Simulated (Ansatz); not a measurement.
The cluster HfSi₃⁻, relaxed as a quartet with UKS PBE-D4/def2-SVPD in Ansatz, starting from the PBE-D4/def2-SVPD geometry of the charge -1 doublet. Force threshold 0.02 eV/Å.

In the def2 sets Hf takes a core potential; there is no spin–orbit coupling. The highest occupied level of the charge -1 quartet lies above zero (up to 0.39 eV). The electron is either unbound and held by the finite basis, or the level is raised by self-interaction error. At PBE-D4/def2-SVPD a doublet of charge -1 lies 0.22 eV below the quartet, each at its own geometry. The structure comes from a short search, and lower isomers may exist.

Start:

Cartesian coordinates in Å:
```
Hf 0.495 1.253 0.659
Si -1.424 -0.367 0.489
Si -0.194 0.224 -1.529
Si 1.123 -1.110 0.381
```

(1) Estimate the energy that the relaxation releases and the steps that it takes.

(2) Does the start keep its bonding and symmetry?

(3) Predict the relaxed structure.

Results:

(1) 23.9 kJ/mol, in 4 steps; 12 s on 4 threads of Arm Neoverse V1 on a shared host. No frequencies were taken in this run, so the end may be a saddle point.

(2) By distances, no bond broke or formed. The bond that changes most is Si3–Si4, from 2.68 to 2.47 Å (atoms count from 1). Point group Cs at the start, C3v at the end, both within 0.05 Å.

(3) 
```tsv
atom	x (Å)	y (Å)	z (Å)
Hf1	0.4841	1.3685	0.6904
Si2	-1.3626	-0.4166	0.5332
Si3	-0.1090	0.1697	-1.5080
Si4	0.9875	-1.1216	0.2843
```
Bond lengths: 3 × Hf–Si 2.57 Å; 3 × Si–Si 2.47 Å.
